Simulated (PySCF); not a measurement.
## Two-dimensional NMR puzzle

Compound of formula C₅H₁₀F₃NSi. Correlations simulated from computed shifts and the bond graph:

HSQC (one-bond C–H):
```csv
δH,δC
8.67,166.7
1.16,20.0
1.09,18.2
```

COSY cross peaks (H two or three bonds apart, from the bond graph; peaks can be absent where the dihedral angle is near 90°):
```csv
δH,δH
5.19,1.09
1.16,1.09
```

HMBC (two and three bonds, from the bond graph):
```csv
δH,δC
8.67,122.5
5.19,"166.7, 20.0, 18.2"
1.16,"20.0, 18.2"
1.09,20.0
```

Carbons without hydrogens: δ 122.5.

One computed conformer, averaged over atoms made equivalent by symmetry, fast rotation or ring inversion, no solvent, relativity neglected. Shielding tensors at PBE0/pcSseg-1 (GIAO); GFN2-xTB structure; PySCF.

Scale: TMS for ¹H (σ = 31.72 ppm), ¹³C (σ = 186.93 ppm) (reference shieldings calculated alike).

Exchangeable hydrogens are left out of these lists.

Question: Which molecule is this?

Answer: `InChI=1S/C5H10F3NSi/c1-4(2)10-9-3-5(6,7)8/h3-4H,10H2,1-2H3/b9-3-`.

Atoms are numbered as in `[CH3:1][CH:2]([CH3:3])[SiH2:4]/[N:5]=[CH:6]\[C:7]([F:8])([F:9])[F:10]` (H(Xn): hydrogen on atom n).

1. δC 166.7 is C6, a C=N carbon (δH 8.67).
2. δC 122.5 is C7, a CF3 carbon.
3. δC 20.0 is C1/C3, a methyl carbon (δH 1.16).
4. δC 18.2 is C2, an sp3 CH bonded to Si (δH 1.09).
5. HMBC from δH 8.67 reaches the proton-free carbon C7.
6. COSY links 5.19–1.09, 1.16–1.09.

The shifts were computed for this structure.

Shifts are as computed. Against solution values, carbons near 30 ppm lie about +3 ppm off and those near 130 ppm about +5 ppm. Of 1211 compounds with measured shifts, 218 miss one by over three times the rms of a fit or turn the order of signals round; such compounds aren't used in these exercises.
